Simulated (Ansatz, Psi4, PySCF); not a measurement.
Species: silicon monosulfide, SiS (charge 0, singlet). SMILES: [Si]=S
Geometry: optimised at B3LYP-D3(BJ)/def2-TZVP (Ansatz, a first-principles code).

Quantity: vertical triplet-singlet gap, E(triplet) - E(singlet), in eV. Conventions: valence correlation only; UHF or UKS for open shells; 6-311+G** with 5d, 6d on Na to Ar in Ansatz; non-relativistic; each state is the SCF solution reached for its charge and spin; no spin-orbit coupling; six Cartesian d functions in 6-31G* and its kin unless marked 5d. Ab initio and DFT rows: single points at B3LYP-D3(BJ) geometries (Ansatz). Levels can end on unlike triplets.

| level | program | vertical triplet-singlet gap, E(triplet) - E(singlet) (eV) |
|---|---|---|
| HF/6-31G* | Ansatz | 2.57 |
| HF/6-311+G** | Ansatz | 2.56 |
| PBE/6-31G* | Ansatz | 3.27 |
| PBE/6-311+G** | Ansatz | 3.26 |
| B3LYP/STO-3G | Ansatz | 3.89 |
| B3LYP/3-21G | Ansatz | 3.33 |
| B3LYP/6-31G* | Ansatz | 3.38 |
| B3LYP/6-311+G** | Ansatz | 3.37 |
| M06-2X/6-31G* (5d) | PySCF | 3.40 |
| wB97X-D/6-31G* | Psi4 | 3.38 |
| MP2/6-31G* | Ansatz | 3.77 |
| MP2/6-311+G** | Ansatz | 3.76 |
| B3LYP/def2-TZVPD | Ansatz | 3.33 |

No value to compare with is used here. The 12 habitual levels span 2.56 (HF/6-311+G**) to 3.89 eV (B3LYP/STO-3G); B3LYP/def2-TZVPD gives 3.33.

The levels are drawn from those run, B3LYP/6-31G* more often than the rest, none by its result; left out are runs that failed, that the program found above a lower state of the same kind, or whose <S^2> lies over 0.5 above the pure value.
